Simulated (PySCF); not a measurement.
Input of a run (PBE0-D3(BJ)/def2-SVP geometry optimisation, gas phase (PySCF 2.14.0)), started from GFN2-xTB:
```
{"job": {"xc": "PBE0", "basis": "def2-SVP", "d3": "d3bj", "grid": 1, "kind": "geom"}, "charge": 0, "multiplicity": 1}
F     -4.021952    -0.191201     0.246545
C     -2.717553    -0.127939     0.573250
F     -2.473658    -1.192553     1.352102
F     -2.577878     0.954807     1.352803
C     -1.851707    -0.085775    -0.700240
N     -0.431268    -0.018344    -0.540644
C      0.194810    -1.191297     0.044767
C      1.688759    -1.162028    -0.266659
C      2.311365     0.110219     0.297989
C      1.570469     1.320589    -0.259554
C      0.080432     1.205828     0.051030
H     -2.107724    -0.988574    -1.264777
H     -2.192449     0.788918    -1.264316
H     -0.260536    -2.083143    -0.391775
H      0.053646    -1.232013     1.137021
H      2.165583    -2.045709     0.159203
H      1.823198    -1.183637    -1.348892
H      3.370055     0.161703     0.039609
H      2.230416     0.103524     1.387397
H      1.960833     2.243202     0.171806
H      1.702247     1.361107    -1.341568
H     -0.457334     2.052695    -0.381405
H     -0.064506     1.226605     1.143364
```

Output (energies in Eh, forces in Eh/bohr):
```
step   0  E = -627.15226187  max force = 0.013911
step   1  E = -627.15429614  max force = 0.005589
step   2  E = -627.15470744  max force = 0.001674
step   3  E = -627.15480634  max force = 0.000544
step   4  E = -627.15489563  max force = 0.001306
step   5  E = -627.15493043  max force = 0.000893
step   6  E = -627.15495363  max force = 0.000416
step   7  E = -627.15496532  max force = 0.000572
step   8  E = -627.15497496  max force = 0.000708
step   9  E = -627.15498153  max force = 0.000546
step  10  E = -627.15498849  max force = 0.000244
optimisation converged
```

Summarise the run.

The energy falls by 1.7 kcal/mol over 11 energy and gradient evaluations, the largest force component goes from 0.0139 to 2.4e-04 Eh/bohr, and the atoms move by 0.043 Å rms after alignment. The bond that changes most is C2–C5 (CF3 carbon to sp3 carbon bound to nitrogen), which shortens by 0.020 Å. Bonds longer at the end by more than 0.005 Å: 12 of 23; shorter: 2. Among the angles that change most is C7–N6–C11, from 111.4° to 113.7°. The energy never rose by more than 1e-6 Eh on the way. The first step brought 75 % of the lowering.

What are the final bond lengths?

F1–C2 1.338 Å, C2–F3 1.338 Å, C2–F4 1.338 Å, C2–C5 1.521 Å, C5–N6 1.426 Å, N6–C7 1.450 Å, C7–C8 1.522 Å, C8–C9 1.524 Å, C9–C10 1.524 Å, C10–C11 1.522 Å, N6–C11 1.450 Å, C5–H12 1.103 Å, C5–H13 1.103 Å, C7–H14 1.102 Å, C7–H15 1.112 Å, C8–H16 1.102 Å, C8–H17 1.103 Å, C9–H18 1.102 Å, C9–H19 1.105 Å, C10–H20 1.102 Å, C10–H21 1.103 Å, C11–H22 1.102 Å, C11–H23 1.112 Å. Numbering counts from 1 in the input's order; the species is `FC(F)(F)CN1CCCCC1`.

The run used 214 basis functions and 67 SCF cycles in all.

Stationary, but not proved a minimum. One conformer, not necessarily the lowest.
